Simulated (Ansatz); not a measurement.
Start from `C=C([SiH3])SC` and change one atom or group to get `C=C([SiH3])BC`.

Ansatz, PBE0-D4/def2-TZVP geometries, multiplicity 1. Each molecule was computed in one conformer, which needn't be the lowest.

```json
{"property": "LUMO energy (B3LYP/def2-TZVPP) / eV", "`C=C([SiH3])SC`": "-0.72"}
{"property": "HOMO energy (ωB97M-V/def2-TZVPP) / eV", "`C=C([SiH3])SC`": "-8.37"}
{"property": "size of the dipole moment (PBE/def2-TZVPP) / D", "`C=C([SiH3])SC`": "1.00"}
{"property": "HOMO–LUMO gap (PBE0/def2-TZVPP) / eV", "`C=C([SiH3])SC`": "5.74"}
{"property": "LUMO energy (ωB97M-V/def2-TZVPP) / eV", "`C=C([SiH3])SC`": "1.53"}
{"property": "HOMO–LUMO gap (B3LYP/def2-TZVPP) / eV", "`C=C([SiH3])SC`": "5.33"}
```

**Question.** What does the change do to each property? (Estimate.)

**Answer.** The calculation gave: 
```json
{"property": "LUMO energy (B3LYP/def2-TZVPP) / eV", "`C=C([SiH3])BC`": "-2.05", "shift": "-1.33"}
{"property": "HOMO energy (ωB97M-V/def2-TZVPP) / eV", "`C=C([SiH3])BC`": "-10.43", "shift": "-2.06"}
{"property": "size of the dipole moment (PBE/def2-TZVPP) / D", "`C=C([SiH3])BC`": "0.53", "shift": "-0.47"}
{"property": "HOMO–LUMO gap (PBE0/def2-TZVPP) / eV", "`C=C([SiH3])BC`": "6.34", "shift": "0.60"}
{"property": "LUMO energy (ωB97M-V/def2-TZVPP) / eV", "`C=C([SiH3])BC`": "0.20", "shift": "-1.33"}
{"property": "HOMO–LUMO gap (B3LYP/def2-TZVPP) / eV", "`C=C([SiH3])BC`": "5.97", "shift": "0.64"}
```

With PBE0 the HOMO falls by 1.94 eV and the LUMO falls by 1.33 eV, so the gap widens by about 0.61 eV. PBE moves the HOMO by -1.72 eV and ωB97M-V by -2.06 eV. Dipoles are sizes alone; their direction can turn.

B3LYP here is the variant with VWN-RPA as its local correlation; programs differ in this.
